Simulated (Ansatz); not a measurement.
Reaction (cleavage of the Si–Ga bond): `[AlH2][O][GaH][SiH3]` + `OBS` → `[SiH3]OBS` + `[AlH2][O][GaH2]`

Program: Ansatz. Geometries: PBE0-D4/def2-TZVP. ΔE: electronic, gas phase. CCSD(T)/CBS is the MP2 limit (def2-TZVPP, def2-QZVPP) plus CCSD(T) − MP2 in def2-TZVPP, frozen cores. For Ga outer-core shells are correlated without core-valence functions, which leaves a few kJ/mol of doubt a bond. Scalar relativity is left out up to krypton. One conformer a species, not always the lowest.

```tsv
species	MP2/def2-QZVPP energy (Eh)
`[AlH2][O][GaH][SiH3]`	-2533.59454
`OBS`	-499.53797
`[SiH3]OBS`	-789.81901
`[AlH2][O][GaH2]`	-2243.34058
```

Work out ΔE.

ΔE = (-789.81901) + (-2243.34058) − (-2533.59454) − (-499.53797) = -0.02708 Eh = -71.1 kJ/mol. CCSD(T)/CBS gives -63.1 kJ/mol.

Largest T1 diagnostic among the species: 0.015.

From BLYP to BHLYP (50 % exact exchange), in def2-TZVPP and without D4, ΔE moves by −18.3 kJ/mol. In def2-TZVPP, CCSD(T) changes the Hartree–Fock value by +24.4 kJ/mol (the triples alone add +2.8 kJ/mol) and MP2 by +17.4 kJ/mol.
